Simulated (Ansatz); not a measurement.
Ideal-gas functions of CH$_{2}$ClFOTe, SMILES `OC(F)(Cl)[TeH]` at 298.15 K and 1 bar, from an Ansatz frequency run at PBE0-D4/def2-TZVP.

Molar mass 212.08 g/mol, point group C1 (symmetry number 1), electronic degeneracy 1, moments of inertia 135.229, 431.657, 471.804 u Å². Harmonic wavenumbers (cm⁻¹, unscaled): 100, 178, 236, 261, 362, 395, 437, 634, 639, 788, 1034, 1169, 1313, 2169, 3797.

Use S(trans) = R[1.5 ln M + 2.5 ln T − 1.1517]; rotational temperatures θ = 24.2544 K / I; S(rot) = R[ln(√π/σ · √(T³/θAθBθC)) + 1.5]; for each mode x = 1.438777 ν̃/T, S = R[x/(eˣ − 1) − ln(1 − e⁻ˣ)] and H = RT x/(eˣ − 1); 1 cm⁻¹ = 0.0119627 kJ/mol; R = 8.31446 J/(mol·K).

**Question.** By hand: the entropy, in J/(mol·K).

**Answer.** Translation 175.7. Rotation: θ = 0.1794, 0.0562, 0.0514 K, giving 119.7. Vibration, mode by mode: 14.45, 9.83, 7.67, 6.92, 4.66, 4.11, 3.50, 1.65, 1.62, 0.91, 0.34, 0.20, 0.11, 0.00, 0.00, in all 56.0. Electronic 0.0. Sum 351.4 J/(mol·K).

**Question.** By hand: H − E and G − E in kJ/mol, counted from the electronic energy.

**Answer.** Zero-point energy ½ × 13512 × 0.0119627 = 80.8; thermal vibration 9.6; translation, rotation and pV give 4 RT = 9.9. H − E = 100.3 kJ/mol, and G − E = 100.3 − 298.15 × 351.4/1000 = -4.5 kJ/mol.

Vibration gives 16 % of the entropy, 14.5 J/(mol·K) of it from the mode under 150 cm⁻¹: soft modes count most, and the harmonic formula is weakest for them. The sum counts one conformer and one mirror image; others add a mixing term.
